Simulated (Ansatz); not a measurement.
A nudged elastic band was laid between two geometries of F4H2NTa + H2 (10 atoms, charge 0, multiplicity 1).

Computed with Ansatz, RKS PBE0/def2-SVP.

| Item | Value |
| --- | --- |
| movable images | 7 |
| climbing image | yes |
| spring | 5.0 eV/Å² |
| optimiser | quadratic models (default) |
| start path | through a guess of the saddle point |
| force threshold | 0.05 eV/Å |
| iteration limit | 41 |
| end points | relaxed |

First end point:

```xyz
10
Properties=species:S:1:pos:R:3
Ta 0.069 0.363 0.011
N 2.013 0.446 0.089
H 2.535 0.624 0.943
H 2.616 0.290 -0.715
F 0.089 0.728 1.861
F 0.269 -0.014 -1.826
F -0.848 1.953 -0.354
F -0.774 -1.287 0.302
H 1.151 -3.035 0.761
H 1.910 -3.049 0.804
```

Last end point:

```xyz
10
Properties=species:S:1:pos:R:3
Ta -0.112 -0.358 0.150
N 2.221 -0.165 0.226
H 2.492 0.517 0.937
H 2.569 0.188 -0.667
F -0.004 -0.079 2.013
F 0.183 -0.823 -1.655
F 0.321 1.466 -0.197
F -1.941 -0.741 0.134
H 0.591 -1.945 0.508
H 2.707 -1.039 0.428
```

What changes between the two ends?

Bonds broken: H9–H10. Bonds formed: Ta1–H9, N2–H10. F4H2NTa + H2 becomes F4H4NTa.

Give the energies along the band, and the barrier.

The forces met the threshold. The highest image is number 5 of 0 to 8, 90.7 kJ/mol above the first end and 112.4 kJ/mol above the last; the last end lies 21.7 kJ/mol below the first. A vibrational analysis at the climbing image gives one clearly imaginary mode, 1194i cm⁻¹: a first-order saddle point. The orbitals stay closed-shell, which can raise the energy where a bond breaks towards radicals; this wasn't checked here.

```
image  path coordinate (Å)  energy (kJ/mol)  H9–H10 (Å)  Ta1–H9 (Å)  N2–H10 (Å)
    0                 0.00              0.0        0.76        3.64        3.57
    1                 0.60              1.0        0.76        3.46        2.97
    2                 1.20              6.4        0.76        3.06        2.69
    3                 1.80             13.4        0.76        2.63        2.44
    4                 2.40             32.1        0.79        2.24        1.98
    5                 3.00             90.7        1.06        1.97        1.34
    6                 3.66             32.5        1.68        1.84        1.03
    7                 4.32             -5.1        1.98        1.80        1.02
    8                 4.98            -21.7        2.30        1.77        1.02
```

What is the geometry of the highest image?


```xyz
10
Properties=species:S:1:pos:R:3
Ta 0.087 -0.133 0.118
N 2.195 0.015 0.217
H 2.697 0.264 1.066
H 2.791 0.027 -0.607
F 0.321 0.106 1.968
F 0.531 -0.410 -1.688
F -0.822 1.484 -0.162
F -1.449 -1.204 0.179
H 0.926 -1.893 0.415
H 1.752 -1.236 0.370
```

What are the harmonic wavenumbers there?

1194i, 104, 124, 161, 188, 214, 236, 271, 454, 566, 642, 656, 678, 684, 696, 696, 721, 1129, 1488, 1494, 1721, 1879, 3564, 3683 cm⁻¹.

Run time: 15 min on 4 threads of AMD EPYC 7571 (shared host), peak memory 0.36 GiB.
